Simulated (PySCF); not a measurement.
PySCF input file for CH₅ClF₂Si₂, SMILES [SiH2](Cl)[Si](F)(F)C, HF/pcSseg-1. Geometry optimised at B3LYP-D3(BJ)/def2-SVP. The structure was generated by enumeration, and PubChem lists no compound with its InChIKey, so it may never have been made. One conformer was computed; it need not be the lowest.

```python
import numpy as np
from pyscf import gto, scf, dft
from pyscf.prop.nmr import rhf as nmr

mol = gto.M(
    atom='''
    C    -2.13542436   -0.56758980   -0.03878281
    Si   -0.79239332    0.70161153    0.11215729
    F    -0.60546039    1.11086870    1.67473288
    F    -1.21866068    2.06752358   -0.66327510
    Si    1.28502752   -0.01913132   -0.69320756
    Cl    1.52025538   -1.93857230    0.11191204
    H    -1.80415801   -1.51450323    0.41580209
    H    -3.05295309   -0.23234555    0.47072669
    H    -2.37248114   -0.75797941   -1.09769641
    H     2.41875375    0.83506896   -0.24889807
    H     1.29925388   -0.12922649   -2.17815842
    ''',
    basis='pcSseg-1',
    charge=0,
    spin=0,
    max_memory=1600,
    verbose=3,
)
mf = scf.RHF(mol)
mf.conv_tol = 1e-10
mf.max_cycle = 100
mf.kernel()
n = nmr.NMR(mf)
n.verbose = 2
n.max_cycle_cphf = 60
sigma = n.kernel()
print('atom   isotropic/ppm   span/ppm')
for i, s in enumerate(sigma):
    w = np.linalg.eigvalsh((s + s.T) / 2)
    print(f'{mol.atom_symbol(i):2s}{i + 1:3d} {w.mean():14.3f} {w[2] - w[0]:11.3f}')
```

Log of the run:

```
converged SCF energy = -1277.12199103875
atom   isotropic/ppm   span/ppm
C   1        192.235      14.944
Si  2        382.758     129.975
F   3        363.139     107.966
F   4        359.542     116.740
Si  5        425.311      82.865
Cl  6       1085.484      80.362
H   7         30.870      11.325
H   8         30.878      12.825
H   9         31.392      11.068
H  10         27.041       9.420
H  11         27.166       9.127
```

Self-consistency was reached.

Cost: very roughly 27 core-seconds.
